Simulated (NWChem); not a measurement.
System: C2H6N, doublet; SMILES C[N]C

```xyz
9

C      1.1849     0.0242     0.1500
N      0.0002    -0.4833    -0.4570
C     -1.1848     0.0235     0.1499
H      2.0850    -0.3831    -0.3340
H      1.2294    -0.2227     1.2320
H      1.2311     1.1324     0.0940
H     -1.2297    -0.2243     1.2317
H     -2.0848    -0.3836    -0.3347
H     -1.2313     1.1318     0.0948
```
Atoms are numbered in this order, from 1.

Computed with NWChem. Spin-unrestricted. Coordinates come from a PBE0/def2-SVP, spin-unrestricted optimisation. No stability test was run on the SCF state. Fermi-contact couplings, non-relativistic, static geometry.

For level B3LYP/IGLO-III:

- A(iso) 14N atom 2 (MHz): 34.1
- A(iso) 13C atom 3 (MHz): -33.2

Estimate the same quantities for level PBE/IGLO-III.

The A(iso) 14N atom 2 (MHz) is 23.5 and the A(iso) 13C atom 3 (MHz) is -28.9.
